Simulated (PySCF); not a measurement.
## Technetium: a sound run and one with changed settings

Sound run: Tc [Kr] 4d5 5s2, Tc⁺ [Kr] 4d5 5s1. Calculation: PySCF 2.14, in x2c-TZVPall; the spin-free X2C one-electron Hamiltonian (Gaussian nucleus). In the sound run the correlated levels freeze [Kr]. The sound run starts from symmetry-adapted Hartree-Fock orbitals and uses a fine grid where one is needed.

Changed run: the non-relativistic Hamiltonian (point nucleus). This setting is unsound on purpose.

```tsv
species	method	sound run (hartree)	changed run (hartree)	converged
Tc	UHF	-4283.04649	-4154.97584	yes
Tc	B3LYP	-4285.32869	-4157.41752	yes
Tc	PBE0	-4284.95085	-4157.02403	yes
Tc	MP2	-4283.14349	-4155.06951	yes
Tc⁺	UHF	-4282.84294	-4154.78008	yes
Tc⁺	B3LYP	-4285.06200	-4157.16346	yes
Tc⁺	PBE0	-4284.70392	-4156.78875	yes
Tc⁺	MP2	-4282.90549	-4154.84126	yes
```

Ionisation energy of Tc:

```tsv
method	sound run (eV)	changed run (eV)
UHF	5.539	5.327
B3LYP	7.257	6.913
PBE0	6.719	6.402
MP2	6.476	6.211
SCS-MP2	6.682	6.412
```

Most of the change in total energy is the relativistic energy itself. On top of that the contraction fixes the core shape for the Hamiltonian it was made with, so the changed run is not a good calculation with the other Hamiltonian either.

For comparison, NIST gives 7.119 eV between the lowest levels.
